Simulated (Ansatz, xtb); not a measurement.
Relative energy of two isomers of C6H4N2O2

We compare X, `O=Cc1ccnc(C=O)n1`, a singlet, with Y, `O=Cc1cc(C=O)ncn1`, a singlet. Both are isolated molecules in the gas phase, relaxed with PBE0-D3(BJ)/def2-SVP; each stands in its lowest conformer found.

Energies in hartree; the thermal terms are from GFN2-xTB frequencies at re-optimised GFN2-xTB minima (ideal gas, soft modes damped towards free rotors, one conformer each, 298.15 K, 1 atm) and include the zero-point energy:

|  | X | Y |
| --- | --- | --- |
| E, CCSD(T)/def2-SVP | −489.286677 | −489.291083 |
| E, MP2/def2-SVP | −489.192197 | −489.196815 |
| E, MP2/def2-TZVPP | −490.081952 | −490.085923 |
| zero-point energy | 0.090168 | 0.090292 |
| H(298 K) − E | 0.099935 | 0.100012 |
| G(298 K) − E | 0.055564 | 0.056399 |

Correct the CCSD(T) difference for the basis set by the MP2 change, then work out ΔE, ΔE₀, ΔH and ΔG for X → Y in kJ/mol (1 Eh = 2625.50 kJ/mol) and the equilibrium ratio [Y]/[X].

1. Differences Y − X: CCSD(T) −0.004406, MP2 in the small set −0.004618, MP2 in the large set −0.003971 Eh.
2. ΔE = −0.004406 + (−0.003971 − (−0.004618)) = −0.003759 Eh = −9.87 kJ/mol.
3. ΔE₀ = ΔE + ΔZPE = −0.003759 + (+0.000124) Eh = −9.54 kJ/mol.
4. ΔH = ΔE + (+0.000077) Eh = −9.67 kJ/mol.
5. ΔG = ΔE + (+0.000835) Eh = −7.68 kJ/mol, so ΔS = (ΔH − ΔG)/T = −6.7 J/(mol K).
6. kT = 0.9442 mEh, so K = [Y]/[X] = exp(−ΔG/kT) = exp(+3.10) ≈ 22.

Structure Y is favoured at this temperature. An error of 4 kJ/mol in ΔG would change K by a factor of 5. Mirror images and further conformers aren't counted.

As drawn, both hold the same kinds of bond in the same numbers.

Other levels gave ΔE = −10.0 (GFN2-xTB); −4.5 (HF/STO-3G, GFN2-xTB geometries); −10.5 (r2SCAN-D4/def2-SVP, GFN2-xTB geometries); −10.7 (PBE0-D3(BJ)/def2-SVP); −9.7 (HF/def2-SVP); −12.1 (MP2/def2-SVP); −11.6 (CCSD(T)/def2-SVP) kJ/mol. The correlated steps freeze 10 core orbitals. Programs: Ansatz 0.2.0, xtb 6.7.1.
